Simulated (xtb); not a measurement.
H3O (SMILES [OH3+]), charge +1, singlet, from a rough starting geometry; GFN2-xTB run with xtb.

Here is a job for xtb.
```
$ xtb mol.xyz --gfn 2 --chrg 1 --opt vtight --json

# file mol.xyz
4

O     -0.00442315    -0.06328300     0.19164858
H     -0.53935611    -0.76374090    -0.07617528
H     -0.30981039     0.85319986    -0.05886622
H      0.99009560    -0.11293996    -0.04859427
```

What the program printed (banner, timings and long lists left out):

```
   ID    Z sym.   atoms
    1    8 O      1
    2    1 H      2-4

           -------------------------------------------------
          |                Calculation Setup                |
           -------------------------------------------------

           -------------------------------------------------
          |                 G F N 2 - x T B                 |
           -------------------------------------------------

          ...................................................
          :                      SETUP                      :
          :.................................................:
          :  # basis functions                   7          :
          :  # atomic orbitals                   7          :
          :  # shells                            5          :
          :  # electrons                         8          :
          :  max. iterations                   250          :
          :  Hamiltonian                  GFN2-xTB          :
          :  restarted?                      false          :
          :  GBSA solvation                  false          :
          :  PC potential                    false          :
          :  electronic temp.          300.0000000     K    :
          :  accuracy                    1.0000000          :
          :  -> integral cutoff          0.2500000E+02      :
          :  -> integral neglect         0.1000000E-07      :
          :  -> SCF convergence          0.1000000E-05 Eh   :
          :  -> wf. convergence          0.1000000E-03 e    :
          :  Broyden damping             0.4000000          :
          :  net charge                          1          :
          :  unpaired electrons                  0          :
          ...................................................

 iter      E             dE          RMSdq      gap      omega  full diag
   1     -5.1290112 -0.512901E+01  0.386E+00   13.38       0.0  T
   2     -5.1291690 -0.157803E-03  0.225E+00   13.40       1.0  T
   3     -5.1292083 -0.393079E-04  0.101E-01   13.38       1.0  T
   4     -5.1292120 -0.367570E-05  0.451E-02   13.40       1.1  T
   5     -5.1292128 -0.776840E-06  0.118E-02   13.42       4.3  T
   6     -5.1292129 -0.927574E-07  0.173E-03   13.41      28.9  T
   7     -5.1292129 -0.187423E-08  0.801E-04   13.41      62.4  T
   8     -5.1292129 -0.453082E-09  0.173E-04   13.41     288.7  T

   *** convergence criteria satisfied after 8 iterations ***

         :::::::::::::::::::::::::::::::::::::::::::::::::::::
         ::                     SUMMARY                     ::
         :::::::::::::::::::::::::::::::::::::::::::::::::::::
         :: total energy              -5.083151623319 Eh    ::
         :: gradient norm              0.103159472379 Eh/a0 ::
         :: HOMO-LUMO gap             13.412249955708 eV    ::
         ::.................................................::
         :: SCC energy                -5.129212889163 Eh    ::
         :: -> isotropic ES            0.147963076480 Eh    ::
         :: -> anisotropic ES         -0.007697961575 Eh    ::
         :: -> anisotropic XC          0.000906568201 Eh    ::
         :: -> dispersion             -0.000146659184 Eh    ::
         :: repulsion energy           0.046061265845 Eh    ::
         :: add. restraining           0.000000000000 Eh    ::
         :: total charge               1.000000000000 e     ::
         :::::::::::::::::::::::::::::::::::::::::::::::::::::

      -----------------------------------------------------------
     |                   =====================                   |
     |                        A N C O P T                        |
     |                   =====================                   |
     |               Approximate Normal Coordinate               |
     |                Rational Function Optimizer                |
      -----------------------------------------------------------
[...]
 * total energy  :    -5.0831516 Eh     change       -0.2114486E-10 Eh
 * total energy  :    -5.0872038 Eh     change       -0.4052213E-02 Eh
 * total energy  :    -5.0880325 Eh     change       -0.8286351E-03 Eh
 * total energy  :    -5.0881487 Eh     change       -0.1162449E-03 Eh
 * total energy  :    -5.0881872 Eh     change       -0.3852478E-04 Eh
 * total energy  :    -5.0881919 Eh     change       -0.4687828E-05 Eh
 * total energy  :    -5.0881925 Eh     change       -0.5510575E-06 Eh
 * total energy  :    -5.0881926 Eh     change       -0.9719349E-07 Eh
   *** GEOMETRY OPTIMIZATION CONVERGED AFTER 8 ITERATIONS ***
[...]
         ::                     SUMMARY                     ::
         :::::::::::::::::::::::::::::::::::::::::::::::::::::
         :: total energy              -5.088192577601 Eh    ::
         :: gradient norm              0.000066947007 Eh/a0 ::
         :: HOMO-LUMO gap             13.845386418903 eV    ::
         ::.................................................::
         :: SCC energy                -5.129644959770 Eh    ::
         :: -> isotropic ES            0.148445612055 Eh    ::
         :: -> anisotropic ES         -0.007416124963 Eh    ::
         :: -> anisotropic XC          0.000902464251 Eh    ::
         :: -> dispersion             -0.000146845932 Eh    ::
         :: repulsion energy           0.041452382170 Eh    ::
         :: add. restraining           0.000000000000 Eh    ::
         :: total charge               1.000000000000 e     ::
         :::::::::::::::::::::::::::::::::::::::::::::::::::::

           -------------------------------------------------
          |                Property Printout                |
           -------------------------------------------------

    * Orbital Energies and Occupations

         #    Occupation            Energy/Eh            Energy/eV
      -------------------------------------------------------------
         1        2.0000           -1.0373552             -28.2279
         2        2.0000           -0.9197005             -25.0263
         3        2.0000           -0.9196597             -25.0252
         4        2.0000           -0.8448139             -22.9886 (HOMO)
         5                         -0.3360053              -9.1432 (LUMO)
         6                         -0.0814115              -2.2153
         7                         -0.0812365              -2.2106
      -------------------------------------------------------------
                  HL-Gap            0.5088086 Eh           13.8454 eV
             Fermi-level           -0.5904096 Eh          -16.0659 eV

     #   Z          covCN         q      C6AA      α(0)
     1   8 O        2.407    -0.314    19.199     5.918
     2   1 H        0.802     0.438     0.421     1.019
     3   1 H        0.802     0.438     0.421     1.019
     4   1 H        0.802     0.438     0.421     1.019

 Mol. C6AA /au·bohr⁶  :         39.726608
 Mol. C8AA /au·bohr⁸  :        694.692000
 Mol. α(0) /au        :          8.975226

Wiberg/Mayer (AO) data.
largest (>0.10) Wiberg bond orders for each atom

 ---------------------------------------------------------------------------
     #   Z sym  total        # sym  WBO       # sym  WBO       # sym  WBO
 ---------------------------------------------------------------------------
     1   8 O    2.424 --     4 H    0.808     2 H    0.808     3 H    0.808
     2   1 H    0.808 --     1 O    0.808
     3   1 H    0.808 --     1 O    0.808
     4   1 H    0.808 --     1 O    0.808
 ---------------------------------------------------------------------------

Topologies differ in total number of bonds
Writing topology from bond orders to xtbtopo.mol

molecular dipole:
                 x           y           z       tot (Debye)
 q only:        0.071      -0.036      -0.299
   full:        0.075      -0.033      -0.496       1.278
molecular quadrupole (traceless):
                xx          xy          yy          xz          yz          zz
 q only:        1.057      -0.005       1.054       0.039       0.072      -2.110
  q+dip:        1.366      -0.005       1.363       0.040       0.099      -2.729
   full:        1.396      -0.005       1.393       0.042       0.101      -2.789

optimized geometry written to: xtbopt.xyz

           -------------------------------------------------
          | TOTAL ENERGY               -5.088192577601 Eh   |
          | GRADIENT NORM               0.000066947007 Eh/α |
          | HOMO-LUMO GAP              13.845386418903 eV   |
           -------------------------------------------------
```
